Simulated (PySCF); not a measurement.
CH5InOS2, SMILES C[O][In]([SH])[SH]. Geometry optimised at PBE-D3(BJ)/def2-SVP. The structure was generated by enumeration; whether it is a known compound was not checked. The def2 effective core potentials stand for the cores of In; spin–orbit coupling is left out. Other conformers were not sampled.

Computed equilibrium geometry at PBE-D3(BJ)/def2-SVP (PySCF confirms it by a frequency run) as bond lengths and angles (one conformer of several):
Atoms: In1 O2 C3 H4 H5 H6 S7 H8 S9 H10. Bonds (Å): In1–O2 2.026, In1–S7 2.428, In1–S9 2.411, O2–C3 1.408, C3–H4 1.120, C3–H5 1.114, C3–H6 1.118, S7–H8 1.365, S9–H10 1.364. Angles (°): O2–In1–S7 118.0, O2–In1–S9 116.3, S7–In1–S9 125.7, In1–O2–C3 121.0, O2–C3–H4 114.5, O2–C3–H5 108.7, O2–C3–H6 112.9, H4–C3–H5 106.3, H4–C3–H6 107.0, H5–C3–H6 107.0, In1–S7–H8 91.0, In1–S9–H10 91.5.
